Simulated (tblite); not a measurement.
Compound: C5H14OP2.
Geometry (GFN2-xTB, Å), atoms numbered from 1 in this order:
```xyz
22
C5H14OP2 angstrom
C      2.1489   -0.0008    0.8755
P      0.8438   -0.8025   -0.1570
C      1.8799   -1.2135   -1.6311
C      0.0417    0.7296   -0.8401
C     -0.7405    1.4648    0.2317
P     -1.7421    0.4049    1.3370
C     -2.6295   -0.8066    0.3068
O     -2.6209    1.1946    2.2053
H      1.6967    0.4265    1.7691
H      2.8624   -0.7633    1.1834
H      2.6675    0.7781    0.3171
H      2.5629   -2.0181   -1.3644
H      2.4524   -0.3509   -1.9702
H      1.2353   -1.5614   -2.4364
H     -0.6319    0.4061   -1.6389
H      0.7997    1.3848   -1.2829
H     -0.0786    2.0323    0.8937
H     -1.4489    2.1832   -0.1978
H     -0.8201   -0.3620    2.0421
H     -1.9581   -1.4241   -0.2814
H     -3.2195   -1.4287    0.9780
H     -3.3114   -0.2538   -0.3402
```

Computed with GFN2-xTB (tblite): harmonic, unscaled wavenumbers at the GFN2-xTB geometry, gas phase. Against measured fundamentals such values can be off by several per cent, at times by over 20. Modes of hydrogen on phosphorus can be 10 to 20 % off. One conformer, not necessarily the lowest.

Harmonic wavenumbers (cm⁻¹): 53.2, 85.2, 101.6, 138.0, 168.0, 177.4, 201.9, 204.3, 227.7, 268.2, 295.8, 312.0, 322.0, 431.0, 641.4, 665.6, 694.8, 721.4, 742.6, 772.0, 798.6, 816.5, 835.2, 841.6, 869.0, 913.4, 931.0, 936.3, 966.5, 1052.9, 1059.8, 1146.4, 1243.3, 1249.6, 1278.5, 1308.7, 1318.4, 1323.7, 1411.5, 1426.9, 1433.2, 1433.9, 1446.0, 1451.0, 1453.6, 1461.0, 2304.8, 2910.1, 2913.6, 2937.2, 2949.3, 2980.6, 2985.6, 2986.4, 3005.5, 3005.6, 3010.6, 3012.7, 3014.9, 3036.3.

A = 2668, B = 773.9, C = 720.1 MHz; mass 152.052 u (most abundant isotopes); point group C1, symmetry number 1.

What is the zero-point energy?

Half the sum of the wavenumbers: 39342 cm⁻¹ = 470.63 kJ/mol.

What is S at 298.15 K and 1 bar for an ideal gas of classical rigid rotors and harmonic oscillators?

Translation 171.52, rotation 124.51, vibration 150.24: S = 446.3 J/(mol K).

And Cp and H(298.15 K) − H(0)?

Cp = 189.76 J/(mol K), of which vibrations give 156.50 (their classical limit is 60 R = 498.9); H(298.15 K) − H(0) = 34.08 kJ/mol without the zero-point energy, 24.16 from vibrations.

How do the functions run with temperature in this model?

| T (K) | S (J/(mol K)) | Cp (J/(mol K)) | H − H(0) (kJ/mol) | G − H(0) (kJ/mol) | ln q(vib) |
| --- | --- | --- | --- | --- | --- |
| 150 | 343.2 | 119.3 | 11.25 | -40.23 | 3.40 |
| 250 | 415.0 | 166.3 | 25.50 | -78.24 | 6.74 |
| 400 | 508.8 | 236.9 | 55.85 | -147.65 | 11.62 |
| 600 | 619.4 | 309.0 | 110.89 | -260.72 | 17.86 |
| 900 | 759.1 | 379.6 | 215.03 | -468.19 | 26.54 |

q(vib) and H(0) count from the zero-point level.

Blend soft modes into free rotors: weight 1/[1 + (100 cm⁻¹/ν̃)⁴] for the oscillator and the rest for a rotor with moment μB/(μ + B), μ = h/(8π²ν), B = 10⁻⁴⁴ kg m². What vibrational entropy results?

142.07 J/(mol K) in place of 150.24, which changes −T·S at 298.15 K by +2.44 kJ/mol.

Hindered rotation and anharmonicity are outside this model. Other conformers, if any are populated, would add a mixing term that is left out. The structure is chiral; the term R ln 2 for an equal mix with its mirror image is left out.
